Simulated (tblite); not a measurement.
Compound: C₇H₆NO (doublet state).
Atom-mapped SMILES: `[NH:1][C:2](=[O:3])[C:4]1=[CH:5][C@@H:6]2[C@@H:7]3[C@H:8]1[C@H:9]23` (hydrogens: H10 on N1; H11 on C5; H12 on C6; H13 on C7; H14 on C8; H15 on C9)
Bond orders are those of one Lewis drawing.

Computed with GFN2-xTB (tblite), gas phase: L-BFGS steps from a force-field or distance-geometry start until the largest atomic force falls under 0.01 eV/Å.

Step 10: E = -676.3891 eV
```
atom  x, y, z in Å  |  force x, y, z in eV/Å
N1      2.5346    0.4442   -1.2808   -0.095  -0.024   0.058
C2      1.3890    1.0615   -1.1569   -0.083  -0.023   0.043
O3      1.2488    2.1683   -1.7159    0.037  -0.013  -0.005
C4      0.3142    0.4420   -0.3752   -0.141   0.067   0.012
C5     -0.9221    0.9470   -0.1560    0.028  -0.036   0.012
C6     -1.6250   -0.0437    0.6818    0.048   0.017  -0.022
C7     -0.5972   -0.7624    1.5469    0.000  -0.035  -0.082
C8      0.3256   -0.8585    0.3451    0.061   0.037  -0.043
C9     -1.0810   -1.4290    0.3535    0.028   0.049   0.064
H10     3.2351    0.9293   -1.8330   -0.071  -0.044   0.049
H11    -1.3327    1.8739   -0.5059    0.001  -0.004   0.001
H12    -2.6416    0.1001    1.0171    0.047  -0.008  -0.025
H13    -0.5256   -1.0038    2.5865    0.019   0.059  -0.030
H14     1.1983   -1.4842    0.3406    0.098  -0.100   0.016
H15    -1.5248   -2.3766    0.1302    0.022   0.057  -0.047
```

Step 11: E = -676.3917 eV
```
atom  x, y, z in Å  |  force x, y, z in eV/Å
N1      2.5294    0.4426   -1.2770   -0.074  -0.045   0.055
C2      1.3844    1.0606   -1.1561   -0.017   0.012   0.016
O3      1.2510    2.1681   -1.7161    0.015  -0.017  -0.002
C4      0.3130    0.4424   -0.3751   -0.065   0.049  -0.012
C5     -0.9209    0.9460   -0.1559   -0.065   0.032   0.015
C6     -1.6218   -0.0435    0.6811    0.011  -0.014  -0.001
C7     -0.5952   -0.7618    1.5461   -0.010  -0.065  -0.072
C8      0.3273   -0.8571    0.3445    0.044  -0.013  -0.021
C9     -1.0791   -1.4284    0.3514    0.025   0.028   0.102
H10     3.2290    0.9270   -1.8294   -0.035  -0.034   0.031
H11    -1.3332    1.8717   -0.5045   -0.005   0.025  -0.014
H12    -2.6372    0.0987    1.0156   -0.007   0.004  -0.007
H13    -0.5231   -0.9978    2.5879    0.015   0.049  -0.066
H14     1.1973   -1.4857    0.3415    0.126  -0.093   0.004
H15    -1.5253   -2.3750    0.1240    0.044   0.083  -0.029
```

Step 12: E = -676.3939 eV
```
atom  x, y, z in Å  |  force x, y, z in eV/Å
N1      2.5235    0.4402   -1.2726    0.010  -0.065   0.026
C2      1.3805    1.0600   -1.1551    0.003   0.038   0.006
O3      1.2532    2.1674   -1.7163   -0.008   0.011  -0.012
C4      0.3112    0.4433   -0.3752   -0.040   0.023  -0.006
C5     -0.9216    0.9459   -0.1553   -0.062   0.029   0.015
C6     -1.6191   -0.0437    0.6807   -0.026  -0.029   0.017
C7     -0.5935   -0.7628    1.5450    0.009  -0.046  -0.029
C8      0.3296   -0.8564    0.3436    0.026  -0.044  -0.007
C9     -1.0772   -1.4283    0.3515    0.025  -0.003   0.068
H10     3.2232    0.9241   -1.8258   -0.028  -0.046   0.035
H11    -1.3344    1.8700   -0.5031   -0.025   0.070  -0.031
H12    -2.6336    0.0971    1.0146   -0.054   0.009   0.013
H13    -0.5191   -0.9886    2.5891    0.012   0.026  -0.077
H14     1.1984   -1.4885    0.3424    0.106  -0.052  -0.009
H15    -1.5254   -2.3717    0.1145    0.051   0.079  -0.008
```

Step 13: E = -676.3954 eV
```
atom  x, y, z in Å  |  force x, y, z in eV/Å
N1      2.5198    0.4372   -1.2691   -0.003  -0.056   0.024
C2      1.3779    1.0602   -1.1543    0.034   0.034  -0.005
O3      1.2546    2.1673   -1.7167   -0.016   0.011  -0.009
C4      0.3090    0.4443   -0.3753    0.017  -0.012  -0.005
C5     -0.9231    0.9461   -0.1546   -0.071   0.044   0.006
C6     -1.6179   -0.0443    0.6807   -0.045  -0.029   0.027
C7     -0.5922   -0.7645    1.5440    0.033   0.003   0.006
C8      0.3319   -0.8566    0.3427    0.016  -0.046  -0.002
C9     -1.0755   -1.4284    0.3528    0.025  -0.016   0.001
H10     3.2185    0.9212   -1.8224    0.001  -0.044   0.024
H11    -1.3359    1.8702   -0.5027   -0.026   0.064  -0.026
H12    -2.6321    0.0960    1.0142   -0.069   0.005   0.025
H13    -0.5158   -0.9813    2.5887    0.013   0.001  -0.044
H14     1.2011   -1.4914    0.3429    0.055   0.003  -0.021
H15    -1.5246   -2.3679    0.1071    0.038   0.038   0.000
```

**Question.** Estimate the geometry and energy of step 14. (The exact step hangs on the optimiser's Hessian estimate; all steps are aligned on step 13, rigid shifts and turns removed.)

**Answer.** E = -676.3963 eV, largest force 0.065 eV/Å
```
atom  x, y, z in Å  |  force x, y, z in eV/Å
N1      2.5175    0.4345   -1.2666    0.014  -0.040   0.010
C2      1.3773    1.0608   -1.1539    0.015   0.019   0.003
O3      1.2551    2.1674   -1.7171   -0.016   0.014  -0.008
C4      0.3077    0.4448   -0.3753    0.006  -0.007   0.002
C5     -0.9252    0.9469   -0.1540   -0.019   0.012  -0.001
C6     -1.6183   -0.0450    0.6812   -0.034  -0.012   0.018
C7     -0.5909   -0.7654    1.5433    0.036   0.036   0.016
C8      0.3337   -0.8575    0.3420    0.003  -0.012  -0.008
C9     -1.0742   -1.4287    0.3538    0.020  -0.008  -0.039
H10     3.2163    0.9187   -1.8203    0.006  -0.053   0.027
H11    -1.3373    1.8717   -0.5030   -0.023   0.044  -0.015
H12    -2.6327    0.0955    1.0145   -0.058  -0.006   0.028
H13    -0.5137   -0.9773    2.5878    0.017  -0.017  -0.005
H14     1.2039   -1.4931    0.3428    0.015   0.039  -0.027
H15    -1.5235   -2.3652    0.1030    0.020  -0.008   0.000
```

The energy changes by -0.0009 eV. The first-order estimate −F·Δx gives -0.0013 eV and the mean of the old and new forces, exact on a quadratic surface, -0.0009 eV. The step makes an angle of 55° with the force vector and moves no atom by more than 0.005 Å.

The cost below is that of the whole relaxation. Hardware: one thread of an Arm Neoverse V2, shared host with 32 logical CPUs at a one-minute load of 14. Cost: 0.2 s of wall time.
